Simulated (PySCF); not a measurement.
C2H5O2, SMILES [O]CCO, multiplicity 2. Atoms are numbered in the order given.

```xyz
9

O      1.3497    -0.0436     0.8565
C      0.8470    -0.3713    -0.3433
C     -0.7266    -0.4089    -0.2508
O     -1.3174     0.8255    -0.0095
H      1.0913     0.3608    -1.1501
H      1.1337    -1.3942    -0.6818
H     -1.0021    -1.0762     0.5789
H     -1.0608    -0.8749    -1.1998
H     -1.1433     1.4100    -0.7592
```
Charge 0, spin multiplicity 2.

Geometry: B3LYP-D3(BJ)/def2-SVP. The isomer is the one that the SMILES or the coordinates give; other isomers of the formula were not compared. The values are those of a single conformer.

Level of theory: PBE0/def2-TZVPD in PySCF.

Mulliken values depend strongly on the basis, most of all with diffuse functions as here. ESP charges are fitted to the potential on shells at 1.4 to 2.0 van der Waals radii. Atomic charges (e):

```json
[
 {"atom": "O1", "ESP fit": "-0.30", "meta-Löwdin": "-0.28", "Mulliken spin": "0.86"},
 {"atom": "C2", "ESP fit": "0.19", "meta-Löwdin": "0.00", "Mulliken spin": "-0.06"},
 {"atom": "C3", "ESP fit": "-0.01", "meta-Löwdin": "0.02", "Mulliken spin": "0.13"},
 {"atom": "O4", "ESP fit": "-0.51", "meta-Löwdin": "-0.50", "Mulliken spin": "0.02"},
 {"atom": "H5", "ESP fit": "0.04", "meta-Löwdin": "0.09", "Mulliken spin": "0.02"},
 {"atom": "H6", "ESP fit": "0.01", "meta-Löwdin": "0.10", "Mulliken spin": "0.02"},
 {"atom": "H7", "ESP fit": "0.15", "meta-Löwdin": "0.13", "Mulliken spin": "-0.01"},
 {"atom": "H8", "ESP fit": "0.04", "meta-Löwdin": "0.10", "Mulliken spin": "0.01"},
 {"atom": "H9", "ESP fit": "0.38", "meta-Löwdin": "0.34", "Mulliken spin": "0.00"}
]
```
